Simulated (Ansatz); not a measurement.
`COB(C)Br`, relaxed with RKS PBE-D4/def2-SVP in the Gaussian-basis code of Ansatz from a rough embedded geometry. The force threshold is 0.03 eV/Å; the program also tests the step.

Charge 0, multiplicity 1.

Start:

```xyz
11

C     1.489   -0.248    0.742
O     0.935    0.817    0.082
B    -0.520    0.616    0.099
C    -1.257   -0.112   -1.162
Br   -1.669    1.450    1.510
H     2.623   -0.077    0.815
H     1.173   -0.229    1.844
H     1.304   -1.186    0.303
H    -0.414   -0.506   -1.855
H    -1.910    0.511   -1.664
H    -1.752   -1.036   -0.714
```

Task: How much energy does the relaxation release, and in how many steps? (Best estimate.)

Result: Ansatz gave: 126.82 kJ/mol, in 17 steps, 1 of them rejected.

Task: Which bonds change most? (Best estimate.)

Result: Ansatz gave: O2–B3 from 1.469 to 1.349 Å; C4–H10 from 1.033 to 1.110 Å; B3–C4 from 1.632 to 1.569 Å; C1–H8 from 1.052 to 1.109 Å.

Task: Give the relaxed structure. (Best estimate.)

Result: The calculation gave: 
```xyz
11

C     1.685   -0.198    1.016
O     0.755   -0.236   -0.057
B    -0.537    0.150   -0.055
C    -1.414    0.019   -1.349
Br   -1.357    0.884    1.579
H     2.585    0.356    0.683
H     1.258    0.291    1.916
H     1.983   -1.236    1.268
H    -0.831   -0.377   -2.204
H    -1.848    1.001   -1.632
H    -2.279   -0.653   -1.165
```
